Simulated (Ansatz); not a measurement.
Species: C2H6Si2, SMILES `[SiH2]=C1C[SiH2]1` (charge 0, multiplicity 1).

Task: Give a relaxed geometry from Ansatz (a program for electronic structure) with B3LYP-D3(BJ)/def2-TZVP.

Result: the end point of this relaxation (outside a Z-matrix the atoms follow the SMILES, hydrogens last).
Bond lengths (Å): Si1–C2 1.688, Si1–H5 1.478, Si1–H6 1.473, C2–C3 1.523, C2–Si4 1.815, C3–Si4 1.857, C3–H7 1.088, C3–H8 1.087, Si4–H9 1.475, Si4–H10 1.475. Angles (°): C2–Si1–H5 124.7, C2–Si1–H6 121.2, H5–Si1–H6 114.1, Si1–C2–C3 143.1, Si1–C2–Si4 149.9, C3–C2–Si4 66.9, C2–C3–Si4 64.1, C2–C3–H7 116.6, C2–C3–H8 116.6, Si4–C3–H7 119.8, Si4–C3–H8 119.8, H7–C3–H8 112.0, C2–Si4–C3 49.0, C2–Si4–H9 120.1, C2–Si4–H10 120.1, C3–Si4–H9 119.8, C3–Si4–H10 119.8, H9–Si4–H10 113.4.
